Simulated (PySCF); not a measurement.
# Relaxation of singlet Ir3N

Computed with PySCF, B3LYP, basis N def2-SVP, Ir def2-SVP with ECP60 (scalar-relativistic core potentials, no spin–orbit coupling, density fitting). A (50,194) grid was used.

A hand-made trigonal pyramidal start, of C3v symmetry, held to at least that symmetry:

```xyz
4
charge 0 multiplicity 1, angstrom
N     0.0000    0.0000   -0.8847
Ir    1.7041    0.0000    0.0214
Ir   -0.8520    1.4758    0.0214
Ir   -0.8520   -1.4758    0.0214
```

Question: What does it relax to?

Answer: It ends at C3v with Ir–Ir 2.490 Å (×3), N–Ir 1.942 Å (×3); Ir–Ir–Ir 60.0° (×3), Ir–Ir–N 50.1° (×6), Ir–N–Ir 79.7° (×3). A frequency run shows a minimum.

Question: How much energy is released, and in how many steps?

Answer: 180.4 kJ/mol in 9 steps.

Spin–orbit coupling, left out here, can matter for elements this heavy.
